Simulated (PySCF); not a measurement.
Si(OH)3(NH2) (H5NO3Si), SMILES N[Si](O)(O)O. Geometry optimised at PBE-D3(BJ)/def2-SVP. The values are those of a single conformer.

The numbers are results of PBE-D3(BJ)/def2-SVP (PySCF), not measurements.

Harmonic wavenumbers (cm⁻¹): 131, 214, 232, 253, 289, 324, 343, 359, 394, 413, 723, 778, 810, 818, 837, 886, 959, 972, 1486, 3505, 3603, 3763, 3765, 3771. Rotational constants (GHz): 4.043, 3.833, 3.401; symmetry number 1.

Task: Work out the zero-point energy and the ideal-gas rigid-rotor harmonic-oscillator thermochemistry at 298.15 K and 1 atm.

Result: ZPE = ½ Σ hcν = ½ × 29627 cm⁻¹ = 177.21 kJ/mol. H − E(el) = 200.05 kJ/mol. Entropy in J/(mol K): translation 165.56, rotation 109.68, vibration 71.01, total 346.24. G − E(el) = 96.82 kJ/mol. Cp = 122.96 J/(mol K). Modes under 150 cm⁻¹ make the vibrational entropy uncertain.
